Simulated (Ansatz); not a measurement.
```yaml
crystal:
  periodic: [false, false, false]
  atoms:
    - {symbol: C, position_ang: [-1.950839, 1.395711, -0.397143]}
    - {symbol: O, position_ang: [-0.853156, 0.768610, -0.056315]}
    - {symbol: Zr, position_ang: [0.962209, -0.236280, -0.034631]}
    - {symbol: N, position_ang: [0.422362, -2.214929, 0.189581]}
    - {symbol: O, position_ang: [1.961564, -0.070549, -1.392359]}
    - {symbol: O, position_ang: [1.761704, 0.334261, 1.712683]}
    - {symbol: H, position_ang: [-2.443492, 0.996468, -1.332953]}
    - {symbol: H, position_ang: [-1.859399, 2.408214, -0.604800]}
    - {symbol: H, position_ang: [-2.595145, 1.118083, 0.659389]}
    - {symbol: H, position_ang: [0.365227, -3.080659, -0.258166]}
    - {symbol: H, position_ang: [0.196387, -2.698983, 1.140259]}
    - {symbol: H, position_ang: [2.423833, 0.457800, -2.189129]}
    - {symbol: H, position_ang: [2.032511, 0.854234, 2.541363]}
basis:
  gaussian: {orbitals: def2-mTZVPP}
total_charge: -1
magnetization: {spin_polarized: true, initial_magnetization: 1}
hamiltonian: {xc: {name: r2SCAN}, dispersion: rvv10}
relax: {f_tol: 0.001, max_steps: 1}
output: {forces: true}
```

```sh
$ ansatz run in.yaml --threads 2 --pin off --events-out ev --progress --plain --max-ram 22528MiB --backend cuda --devices 0, --max-vram 18GiB
```

Shortened log:

```
Functional definition: r2SCAN+rVV10
1518 factors; their error is unknown
mean field evaluation 1: about -10045.1064 eV, gradient 6.5e1 eV
mean field evaluation 2: about -9935.4698 eV, gradient 1.5e2 eV
mean field evaluation 4: about -10059.7818 eV, gradient 2.4e1 eV
mean field evaluation 8: about -10062.3824 eV, gradient 6.7e-1 eV
mean field evaluation 16: about -10062.3691 eV, gradient 9.2e-3 eV
mean field -10062.36910006 eV, -369.7852439085 hartree, gradient 6.6e-5 eV, S^2 0.750736; 6 other end points of the search recorded, 0 dependent functions left out
reference -10062.36914867 eV, -369.7852456947 hartree; 29, 28 occupied and 154, 155 virtual orbitals, 1518 factors
relax step   1: F+E_penalty+E_count = -10062.36910006 eV  Δ(F+E_penalty+E_count) = +0.000e0 eV  max|allowed force component| = 9.071e0 eV/Å  Δτ_max = 0.0000 Å  (130 SCF iters, accepted)
Error: geometry relaxation did not converge after 1 steps: max|allowed force component| = 9.07e0 eV/Å (threshold 1.0e-3). Raise `relax.max_steps` over both its present limit and 1, loosen `relax.f_tol`, or start from a geometry closer to equilibrium. Where this run's directory can be resumed (`checkpoint.write`), a resume goes on for up to `relax.max_steps` more
```

In this input the relaxation is allowed too few steps for its threshold. The run did not converge.
